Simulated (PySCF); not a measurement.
PySCF input file for CCl₂, SMILES Cl[C]Cl (connectivity only; charge and spin as stated), neutral, multiplicity 1, PBE0-D3(BJ)/def2-TZVP. Coordinates come from a PBE0-D3(BJ)/def2-TZVP optimisation. The isomer is the one that the SMILES or the coordinates give; other isomers of the formula were not compared.

```python
import numpy as np
from pyscf import gto, scf, dft
from pyscf.hessian import thermo

mol = gto.M(
    atom='''
    Cl    0.00000000   -1.39465470    0.14790090
    C     0.00000000    0.00000000   -0.83810507
    Cl    0.00000000    1.39465470    0.14790090
    ''',
    basis='def2-TZVP',
    charge=0,
    spin=0,
    max_memory=1600,
    verbose=3,
)
mf = dft.RKS(mol, xc='pbe0').density_fit(auxbasis='def2-universal-jkfit')
mf.disp = 'd3bj'
mf.grids.level = 3
mf.conv_tol = 1e-11
mf.max_cycle = 100
mf.kernel()

# [left out here: the lines that compute and print the analytic Hessian (its translational invariance restored by hand, since the grid's response is missing), thermochemistry and intensities]
```

Program output:

```
converged SCF energy = -958.089626876045

WARN: DFTD3 does not support analytical Hessian, using finite difference


WARN: Mole.unit (angstrom) is changed to Bohr

Mode                                 0                   1                   2
Irrep
Freq [cm^-1]                      340.2291            740.4433            791.1126
Reduced mass [au]                  29.8299             14.2923             13.8689
Force const [Dyne/A]                2.0344              4.6167              5.1141
Char temp [K]                     489.5139           1065.3331           1138.2348
Normal mode                   x     y     z       x     y     z       x     y     z
       0  Cl                 0.00  0.11  0.02   -0.00  0.04 -0.04    0.00  0.04 -0.03
       1   C                -0.00 -0.00 -0.09    0.00  0.00  0.25   -0.00 -0.26  0.00
       2  Cl                 0.00 -0.11  0.02   -0.00 -0.04 -0.04    0.00  0.04  0.03
temperature 298.1500 [K]
pressure 101325.00 [Pa]
Rotational constants [GHz] 50.61099 3.66469 3.41725
Symmetry number 2
Zero-point energy (ZPE) 0.00426 [Eh]   11195.760 [J/mol]
                           tot       elec      trans        rot        vib
Entropy [J/mol/K]       264.480      0.000    163.843     93.578      7.060
Cv [J/mol/K]             37.556      0.000     12.472     12.472     12.612
Cp [J/mol/K]             45.870      0.000     20.786     12.472     12.612
Internal energy [J/mol]                      3718.434   3718.434  12641.517
Internal energy [Eh]   -958.08198  -958.08963
Enthalpy [J/mol]                             6197.391   3718.434  12641.517
Enthalpy [Eh]          -958.08104
Gibbs free energy [J/mol]                  -42652.355 -24181.735  10536.610
Gibbs free energy [Eh] -958.11107
static polarisability / bohr^3: [[24.093 -0.    -0.   ]
 [ 0.    54.683  0.   ]
 [-0.     0.    31.419]]
largest difference of analytic and finite-field dipole derivatives / e: 0.00026744822932966983
mode   freq/cm-1   IR/(km/mol)   Raman/(A^4/amu)   depolarisation
   1      340.23         0.357             7.067            0.406
   2      740.44        29.973            12.730            0.106
   3      791.11       359.753             8.760            0.750
max |gradient| / (hartree/bohr): 1.152809303065378e-05
APT charges: [-0.3521  0.7043 -0.3521]
```

The calculation finished and met its thresholds.
